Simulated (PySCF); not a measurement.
Working with the constants of TlO

UHF-CCSD(T) constants of TlO, ²Π (doublet), unpaired electrons π ↑ (Tl cc-pVDZ-PP with ECP60, O cc-pVDZ; scalar-relativistic core potentials (PySCF 2.14); masses 204.9744 and 15.9949 u):

- ωe: 473.1 cm⁻¹
- ωexe: 2.33 cm⁻¹
- Be: 0.2349 cm⁻¹
- αe: 0.00160 cm⁻¹
- D (centrifugal): 2.32e-07 cm⁻¹
- De to Tl + O: 2.50 eV

Give the vibrational terms G(v) and spacings up to v = 3.

G(v) = ωe(v+½) − ωexe(v+½)².

```
v  G(v) (cm⁻¹)  G(v) − G(v−1)  Bv (cm⁻¹)
0          236                    0.2341
1          704            468     0.2325
2         1168            464     0.2309
3         1627            459     0.2293
```

How well does the Morse estimate ωe²/(4ωexe) reproduce De, and what is D0?

It gives 2.98 eV, 119 % of the computed De. D0 = De − G(0) = 2.50 − 0.03 = 2.47 eV.

Correlated steps freeze 5 core orbitals. Correlated levels converge slowly with the basis: in double zeta they bind strong bonds too weakly, by up to about 1 eV, and carry superposition errors of some tenths. These are scalar-relativistic numbers at best; spin–orbit coupling would shift them, the dissociation energy most. The state is the lowest determinant that a PBE0 search found; another state may lie lower at other levels.
